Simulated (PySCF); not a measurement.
C7H10Si.
Cartesian coordinates in Å at the GFN2-xTB level; atoms count from 1:
```
atom  x, y, z in Å
C1     2.8064    0.4486   -1.1012
C2     1.9908    0.6227   -0.0791
C3     1.2601   -0.4799    0.6264
C4    -0.2122   -0.3028    0.4280
C5    -1.0621    0.1203    1.3748
C6    -2.4530    0.2696    0.9755
C7    -2.7410   -0.0188   -0.2998
Si8   -1.1669   -0.5466   -1.1910
H9     3.3028    1.2739   -1.5835
H10    3.0210   -0.5316   -1.4951
H11    1.7835    1.6168    0.2959
H12    1.5004   -0.4456    1.6943
H13    1.5769   -1.4452    0.2250
H14   -0.7690    0.3429    2.3928
H15   -3.1819    0.5996    1.7039
H16   -3.7397    0.0559   -0.6958
H17   -1.1787   -1.9410   -1.6372
H18   -0.7461    0.3675   -2.2524
```

The closed-shell SCF was solved with PySCF and density fitting under several settings on one GFN2-xTB geometry (grid level 2 and gas phase unless stated).

| settings | basis functions | SCF cycles | E (Eh) | HOMO (eV) | LUMO (eV) | dipole (D) |
| --- | --- | --- | --- | --- | --- | --- |
| PBE0/pcSseg-1 | 193 | 14 | -561.6868 | -6.45 | -1.45 | 0.27 |
| CAM-B3LYP/def2-SVPD | 244 | 12 | -561.7514 | -7.67 | -0.32 | 0.35 |
| KT3/ANO-RCC-VDZP | 166 | 16 | -569.0013 | -5.32 | -2.17 | 0.38 |

Question: Estimate the rows for these settings: (1) HCTH407/MINI, IEF-PCM cyclohexane; (2) HCTH407/6-31G*, damping 0.2 at the start, DIIS from the seventh cycle; (3) X3LYP/STO-3G, grid level 3.

Answer: 
```
                                                             settings  basis functions  SCF cycles     E (Eh)  HOMO (eV)  LUMO (eV)  dipole (D)
                                    HCTH407/MINI, IEF-PCM cyclohexane               54          14  -558.3644      -7.82      -4.26        0.19
HCTH407/6-31G*, damping 0.2 at the start, DIIS from the seventh cycle              136          18  -562.1699      -5.25      -2.07        0.37
                                           X3LYP/STO-3G, grid level 3               54          12  -555.3507      -3.97       1.94        0.65
```

Question: Over all rows, what range does the HOMO–LUMO gap span?

Answer: From 3.15 eV (KT3/ANO-RCC-VDZP) to 7.35 eV (CAM-B3LYP/def2-SVPD). The functional of the narrowest has no exact exchange, that of the widest range-separated exact exchange.

Question: And the dipole moment?

Answer: From 0.19 D (HCTH407/MINI, IEF-PCM cyclohexane) to 0.65 D (X3LYP/STO-3G, grid level 3); the largest is 3.42 times the smallest, and the median is 0.36 D.

Cycle counts include a coarse-grid stage where the run had one. All basis functions are spherical, in the Pople sets too. KT3 was designed for NMR shieldings or shifts; total energies of different functionals aren't comparable. ANO-RCC sets were contracted for a scalar-relativistic Hamiltonian, but ran non-relativistically here. Geometry: GFN2-xTB, one conformer.
